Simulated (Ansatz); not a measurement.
This triplet is an excited state, 4.53 eV above the relaxed singlet at the level composite: frozen-core CCSD(T) with HF/cc-pVQZ and the correlation energy extrapolated as X^-3 from cc-pVTZ and cc-pVQZ, plus CCSDT(Q) minus CCSD(T) in cc-pVDZ // B3LYP-D3(BJ)/def2-TZVP (Ansatz, a program for electronic structure).

Species: H₄BN, SMILES `BN` (excited triplet) (charge 0, multiplicity 3).

Question: Give a relaxed geometry from Ansatz with B3LYP-D3(BJ)/def2-TZVP.

Answer: This is not unique; one that fits is the end point of this relaxation, one of several conformers (outside a Z-matrix the atoms follow the SMILES, hydrogens last).
Z-matrix (Å, degrees):
```
N
H 1 1.0114
H 1 1.0169 2 112.40
B 1 1.4433 2 123.79 3 -179.87
H 4 1.2382 1 114.26 2 124.21
H 4 1.2382 5 97.74 1 -121.05
```
